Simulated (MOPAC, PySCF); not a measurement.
H9GaSi3, SMILES `[SiH3][Ga]([SiH3])[SiH3]`, neutral singlet in the gas phase. 

Z-matrix (Å, degrees):
```
Ga
Si 1 2.4300
H 2 1.4850 1 112.96
H 2 1.4852 3 108.16 1 125.15
H 2 1.4888 3 107.58 4 115.88
Si 1 2.4304 2 119.96 3 -24.85
H 6 1.4851 1 112.91 2 -151.57
H 6 1.4852 7 108.15 1 -125.09
H 6 1.4889 7 107.62 8 -115.91
Si 1 2.4304 2 120.19 3 153.48
H 10 1.4847 1 113.02 2 19.96
H 10 1.4854 11 108.15 1 -124.84
H 10 1.4888 11 107.61 12 -115.91
```
Charge 0, multiplicity 1.

All levels are single points at this geometry (B3LYP-D3(BJ)/def2-TZVP); Pople sets use spherical d functions. Orbital energies aren't observables, and empty levels follow the basis.

| level | HOMO (eV) | LUMO (eV) | gap (eV) | dipole (D) | vertical IE, Delta-SCF (eV) |
|---|---|---|---|---|---|
| B3LYP-D3(BJ)/def2-TZVP in PySCF | -7.05 | -2.81 | 4.24 | 0.08 | – |
| PBE-D3(BJ)/def2-TZVP in PySCF | -6.27 | -3.36 | 2.92 | 0.06 | – |
| B3LYP/3-21G in PySCF | -7.09 | -2.54 | 4.54 | 0.04 | – |
| B3LYP/6-31G* in PySCF | -6.94 | -2.63 | 4.31 | 0.06 | 8.86 |
| B3LYP/LANL2DZ in PySCF | -7.24 | -2.51 | 4.73 | 0.04 | – |
| BP86/6-31G* in PySCF | -6.26 | -3.27 | 2.99 | 0.04 | – |
| M06-2X/6-31G* in PySCF | -8.08 | -1.89 | 6.19 | 0.07 | – |
| PBE/6-31G* in PySCF | -6.17 | -3.17 | 3.00 | 0.04 | – |
| SVWN5/6-31G* in PySCF | -6.23 | -3.35 | 2.88 | 0.03 | – |
| HF/3-21G in PySCF | -9.58 | 0.20 | 9.78 | 0.08 | – |
| HF/6-31G* in PySCF | -9.47 | 0.30 | 9.77 | 0.10 | 8.42 |
| HF/STO-3G in PySCF | -5.74 | 4.10 | 9.83 | 0.08 | – |
| PM3 in MOPAC | -8.33 | -3.27 | 5.06 | 0.20 | – |
